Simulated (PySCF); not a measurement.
Ligands exchanged one at a time, B SiH3-SH. All species are isolated molecules in the gas phase. One relaxed conformer stands for each flexible species; it need not be the lowest. Strings in code marks are SMILES.

The brightest of the four lowest singlets (TDA) from two functionals at the same geometries (B3LYP-D3(BJ)/def2-TZVP), both in PySCF: PBE-D3(BJ)/def2-TZVP and TPSSh-D3(BJ)/def2-TZVP. Excitations are Tamm–Dancoff values on a coarser integration grid. The basis has no diffuse functions, so Rydberg states are missing or too high.

```csv
species,PBE-D3(BJ)/def2-TZVP (eV)
1 of 3 SiH3 replaced by SH (`[SiH3]B([SiH3])S` (Si–B–S–H torsion 1°)),5.45
2 of 3 SiH3 replaced by SH,5.11
3 of 3 SiH3 replaced by SH (`SB(S)S`),5.63
```

Question: What does TPSSh-D3(BJ)/def2-TZVP give for each?

Answer: 
- 1 of 3 SiH3 replaced by SH (`[SiH3]B([SiH3])S` (Si–B–S–H torsion 1°)): 5.82
- 2 of 3 SiH3 replaced by SH: 5.36
- 3 of 3 SiH3 replaced by SH (`SB(S)S`): 5.92
Over these rows, drawn at random from the members with no instability flagged (it was tested for open shells, ions and some series alone), PBE minus TPSSh-D3(BJ): mean -0.31 eV, from -0.38 eV to -0.25 eV.
